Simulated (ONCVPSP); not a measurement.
Varying the ONCV potential for Hg (Z = 80)

Base potential:

- Element: mercury (Hg)
- Generator: ONCVPSP 4.0.1
- Type: optimised norm-conserving Vanderbilt (ONCV)
- Functional: PBE
- Relativity: scalar-relativistic
- Frozen core: [Xe] 4f14
- Valence charge: 12
- Reference configuration: 5d10 6s1.75 6p0.25
- Partial waves: 6s: rc 2.00 bohr, ncon 4, nbas 8, qcut 2.9 1/bohr, 1 projector; 6p: rc 3.50 bohr, ncon 4, nbas 8, qcut 2.1 1/bohr, 2 projectors, debl 2.8 Ha; 5d: rc 1.50 bohr, ncon 4, nbas 8, qcut 7.2 1/bohr, 3 projectors, debl 1.2 Ha
- Local potential: polynomial inside 1.25 bohr (lpopt 5, dvloc0 3 Ha)
- Core correction: none

All-electron outer shells of the reference configuration (PBE, scalar-relativistic, ld1.x):

| shell | level (eV) | outermost node (bohr) | outermost maximum (bohr) |
| --- | --- | --- | --- |
| 4f | -96.50 | – | 0.37 |
| 5p | -67.14 | 0.51 | 0.93 |
| 5d | -10.46 | 0.55 | 1.17 |
| 6s | -7.26 | 1.08 | 2.18 |
| 6p | -1.37 | 1.28 | 3.30 |

Cutoffs, loose and tight: the cutoffs (Ha) at which the residual kinetic energy of the hardest occupied pseudo-wave falls to 1 and 0.1 mHa per electron. They do not see the model core or the augmentation charge, which bear on the density cutoff. Test errors are all-electron minus pseudo excitation energies from the reference, over the configurations 5d10 6s2 6p0; 5d10 6s1 6p0; 5d10 6s0 6p0; 5d10 6s1.5 6p0. A dash means not determined; rows that change the core or the reference have their own tests. The largest error is taken over the tests solved by every variant that gives reliable tests at all: 5d10 6s1 6p0; 5d10 6s1.5 6p0; 5d10 6s2 6p0.

1 further variants are left out, since the program set their typed debl aside.

A true bound ghost makes a file unfit for plane-wave use even where its test errors are small: the radial tests pick states by their node count and pass the ghost by.

| change | outcome | cutoff, loose | cutoff, tight | bound ghosts | GHOST(+) flags above zero | largest test error (meV) |
| --- | --- | --- | --- | --- | --- | --- |
| base | generated | 22 Ha | 27 Ha | s | p | -4.5 |
| d: nproj 1 | generated | 22 Ha | 27 Ha | s | p | -4.4 |
| all radii scaled by about 1.21 (s 2.42, p 4.22, d 1.80 bohr); local potential polynomial inside 1.50 bohr (lpopt 5, dvloc0 3 Ha) | generated | 21 Ha | 26 Ha | s | p | -5.9 |
| local potential polynomial inside 1.25 bohr (lpopt 5, dvloc0 -1.5 Ha) | generated | 22 Ha | 27 Ha | s, p | none | -4.2 |
| local potential polynomial inside 1.45 bohr (lpopt 2, dvloc0 3 Ha) | generated | 22 Ha | 27 Ha | none | s, p, d | -4.1 |

Problem. What comes out with this change to the base: s: qcut 4.2?

Solution. outcome: failed: ERROR pspot: first pseudo wave function has node, program will stop. Cause: the optimised pseudo-wave of the first projector has a node, so the radial equation cannot be inverted for a potential.

Problem. What comes out with this change to the base: reference 5d10 6s2; wave 6p: rc 3.50 bohr, ncon 4, nbas 8, qcut 2.1 1/bohr, 2 projectors, debl 2.8 Ha becomes p scattering state at 0.09 Ha: rc 3.50 bohr, ncon 4, nbas 8, qcut 2.1 1/bohr, 2 projectors, debl 2.8 Ha?

Solution. outcome: generated, projector energies reset by the program; cutoff, loose: 22 Ha; cutoff, tight: 25 Ha; bound ghosts: s; GHOST(+) flags above zero: p; largest test error (meV): -10 over the solved tests; 1 of 4 tests not solved or not reliable.

Problem. What comes out with this change to the base: core correction Teter function, fcfact 5.5, rcfact 1.8?

Solution. outcome: generated; cutoff, loose: 22 Ha; cutoff, tight: 27 Ha; bound ghosts: s; GHOST(+) flags above zero: p; largest test error (meV): -69.
